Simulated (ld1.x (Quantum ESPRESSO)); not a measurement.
# Before and after: TM potential for hydrogen (H)

ld1.x (Quantum ESPRESSO) 7.5 input, shortened:

```
&input
   title='H', zed=1., rel=1, dft='PBE', iswitch=3,
   config='1s1'
 /
 &inputp
   pseudotype=2, tm=.true., lloc=0,
   nlcc=.false.
 /
1
1S  1  0   1.00   0.00  0.95  0.95  0.0
 &test
   configts(1)='1s1'
 /
```

All-electron outer shells of the reference configuration (PBE, scalar-relativistic, ld1.x):

| shell | level (eV) | outermost node (bohr) | outermost maximum (bohr) |
| --- | --- | --- | --- |
| 1s | -6.49 | – | 1.03 |

Change: wave 1s (bound): rc 0.95 bohr becomes 1s (bound): rc 1.22 bohr.

Cutoffs: the cutoffs (Ry, on a coarse ladder) from which the occupation-weighted sum of valence levels, in a spherical-Bessel basis at the reference potential, stays within 10 and 1 mRy of its value at 400 Ry; they do not see the model core or the augmentation charge, which bear on the density cutoff. Errors are all-electron minus pseudo energies relative to the spin-unpolarised reference configuration.

Q: How do hardness, ghosts and transferability respond?

A: The potential gets softer (30 Ry and 50 Ry → 21 Ry and 35 Ry); neither file shows a bound ghost. A larger radius leaves more room for a smooth pseudo-wave, so fewer plane waves are needed.

| quantity | base | changed |
| --- | --- | --- |
| cutoff, loose | 30 Ry | 21 Ry |
| cutoff, tight | 50 Ry | 35 Ry |
| bound ghosts | none | none |
| error for 1s0.5, meV [ΔE 4.76 eV] | +0.4 | +1.3 |
